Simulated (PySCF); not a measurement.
## How the method changes the constants of CI⁻

State: ³Σ⁻ (triplet), unpaired electrons π ↑↑. Set-up: basis C aug-cc-pVDZ, I aug-cc-pVDZ-PP with ECP28; scalar-relativistic core potentials; PySCF 2.14. De refers to C + I⁻ in their high-spin ground configurations, without counterpoise correction. The functionals are run spin-unrestricted. A positive dipole points towards I; it is taken about the centre of mass and depends on that origin. Levels whose curve was spin-contaminated or gave no clean fit are not listed.

```csv
Level,Re (Å),ωe (cm⁻¹),De (eV),μ (D),"CPU s a point (SCF and correlation, without the integrals)"
UHF,2.546,200,n/a,2.82,0.21
UHF-MP2,2.283,381,1.20,n/a,0.38
UHF-SCS-MP2,2.308,354,1.03,n/a,n/a
PBE,2.258,398,1.93,4.91,0.76
PW91,2.262,396,1.93,4.89,0.55
r²SCAN,2.281,380,1.70,4.69,1.1
PBE0,2.259,394,1.63,4.67,1.2
B97-3,2.279,382,1.48,4.63,0.7
MN15,2.304,343,1.41,4.45,1.3
LC-ωPBE,2.238,404,1.40,4.75,1.1
```

The bond length runs from 2.238 Å (LC-ωPBE) to 2.546 Å (UHF). De spans 1.03 eV (UHF-SCS-MP2, perturbation theory) to 1.93 eV (PW91, GGA).

Correlated steps freeze 5 core orbitals. Correlated levels converge slowly with the basis: in double zeta they bind strong bonds too weakly, by up to about 1 eV, and carry superposition errors of some tenths. These are scalar-relativistic numbers at best; spin–orbit coupling would shift them, the dissociation energy most. For an ion De counts to the pair picked by the measured ionisation energies or electron affinities, which need not be the lowest pair at this level. The highest Kohn–Sham level is positive in this anion. Much of that is self-interaction error, but it also means that the finite basis helps to hold the extra electron. The state was picked by a PBE0 search and need not be the measured ground state.

The whole job (state search and all levels along the bond) took about 2.7 min on 1 thread of Arm Neoverse V1 (shared host), peak memory 0.74 GiB.
